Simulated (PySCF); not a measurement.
# Correlation energy of Si (silicon, neutral)

[Ne] 3s2 3p2, high-spin 3P determinant. All numbers are calculated (PySCF 2.14, the non-relativistic Hamiltonian (point nucleus), in aug-cc-pV(D+d)Z (5s4p3d, 32 functions)). Frozen: [Ne]; 4 electrons correlated.

```
  level  correlation energy (mhartree)
   CCSD                         -67.25
    (T)                          -1.37
CCSD(T)                         -68.62
  CCSDT                         -69.15
```

Diagnostics: T1 = 0.011, D1 = 0.0302, largest double amplitude 0.080.

Cost of the coupled-cluster step: roughly 0.6 core-seconds, for 4 correlated electrons.

Iterations:

```
CC2 = 0
CCSD nocc = (np.int64(3), np.int64(1)), nmo = (27, 27)
frozen orbitals [[0, 1, 2, 3, 4], [0, 1, 2, 3, 4]]
max_cycle = 100
direct = 0
conv_tol = 1e-08
conv_tol_normt = 1e-06
diis_space = 8
diis_start_cycle = 0
Init t2, MP2 energy = -0.0471356744235776
Init E_corr(UCCSD) = -0.0471356744261296
cycle = 1  E_corr(UCCSD) = -0.0606617664979382  dE = -0.0135260921  norm(t1,t2) = 0.0592568
cycle = 2  E_corr(UCCSD) = -0.0647290880002228  dE = -0.0040673215  norm(t1,t2) = 0.0233663
cycle = 3  E_corr(UCCSD) = -0.0672201933308056  dE = -0.00249110533  norm(t1,t2) = 0.0111922
cycle = 4  E_corr(UCCSD) = -0.0672303872647979  dE = -1.0193934e-05  norm(t1,t2) = 0.00250271
cycle = 5  E_corr(UCCSD) = -0.0672605592043011  dE = -3.01719395e-05  norm(t1,t2) = 0.000432757
cycle = 6  E_corr(UCCSD) = -0.0672484362337053  dE = 1.21229706e-05  norm(t1,t2) = 9.67451e-05
cycle = 7  E_corr(UCCSD) = -0.0672545977066648  dE = -6.16147296e-06  norm(t1,t2) = 2.10842e-05
cycle = 8  E_corr(UCCSD) = -0.0672532007651941  dE = 1.39694147e-06  norm(t1,t2) = 5.80498e-06
cycle = 9  E_corr(UCCSD) = -0.0672531964839523  dE = 4.28124178e-09  norm(t1,t2) = 8.05257e-07
UCCSD converged
E(UCCSD) = -288.9183494140319  E_corr = -0.0672531964839523
UCCSD(T) correction = -0.00136582945591093
```
